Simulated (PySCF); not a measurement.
Ni²²⁺ (nickel, charge +22) across methods

[He] 2s2 2p2, high-spin 3P determinant. All numbers are calculated (PySCF 2.14, scalar relativity by spin-free X2C-1e, in an even-tempered Gaussian basis (19 s from 5.1 bohr⁻², ratio 2.2; 11 p from 6.6 bohr⁻², ratio 2.2; 6 d from 28 bohr⁻², ratio 2.4; 5 f from 42 bohr⁻², ratio 2.4; 4 g from 63 bohr⁻², ratio 2.4)).

| method | E (hartree) | mean ε 2s α (eV) | mean ε 2s β (eV) | mean ε 2p α (eV) | Σ⟨r²⟩ (bohr²) | ⟨S²⟩ |
| --- | --- | --- | --- | --- | --- | --- |
| PBEsol | -1097.443 | -2042.9 | -2021.1 | -1949.4 | 0.2236 | 2.000 |
| PBE | -1098.507 | -2044.3 | -2022.8 | -1950.8 | 0.2235 | 2.000 |
| UHF | -1098.52038 | -2103.8 | -2060.3 | -2007.5 | 0.2232 | 2.000 |
| r2SCAN | -1098.683 | -2051.4 | -2025.0 | -1957.5 | 0.2233 | 2.000 |
| M06-2X | -1098.877 | -2071.8 | -2043.9 | -1979.8 | 0.2232 | 2.000 |
| PBE0 | -1098.554 | -2059.5 | -2032.7 | -1965.2 | 0.2234 | 2.000 |

(1) Estimate the same row for LDA.

## Answers

(1) E (hartree) = -1096.025; mean ε 2s α (eV) = -2041.3; mean ε 2s β (eV) = -2019.7; mean ε 2p α (eV) = -1948.4; Σ⟨r²⟩ (bohr²) = 0.2238; ⟨S²⟩ = 2.000.
